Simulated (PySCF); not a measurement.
## O (oxygen, neutral) across methods

[He] 2s1 2p5, high-spin 3P determinant (an excited configuration). Computed with PySCF 2.14 in aug-cc-pwCVTZ, with no relativity, point nucleus.

| method | E (hartree) | mean ε 2s α (eV) | mean ε 2p α (eV) | mean ε 2p β (eV) | Σ⟨r²⟩ (bohr²) | ⟨S²⟩ |
| --- | --- | --- | --- | --- | --- | --- |
| PBE0 | -74.4600 | -29.584 | -13.150 | -9.218 | 12.11 | 2.012 |
| revPBE | -74.5358 | -26.007 | -10.804 | -7.758 | 12.26 | 2.009 |
| UHF | -74.19303 | -40.194 | -19.850 | -12.147 | 12.14 | 2.041 |
| PBEsol | -74.2233 | -25.814 | -10.810 | -7.696 | 12.28 | 2.009 |
| r2SCAN | -74.5007 | -27.806 | -11.605 | -7.924 | 12.09 | 2.015 |
| LDA | -73.9997 | -25.703 | -10.979 | -7.878 | 12.31 | 2.009 |
| PBE | -74.4759 | -25.962 | -10.843 | -7.803 | 12.26 | 2.008 |
| TPSSh | -74.5373 | -28.057 | -11.925 | -8.375 | 12.11 | 2.010 |

(1) Estimate the same row for wB97M-V.

Answers

(1) E (hartree) = -74.5121; mean ε 2s α (eV) = -31.939; mean ε 2p α (eV) = -15.546; mean ε 2p β (eV) = -11.891; Σ⟨r²⟩ (bohr²) = 12.25; ⟨S²⟩ = 2.010.
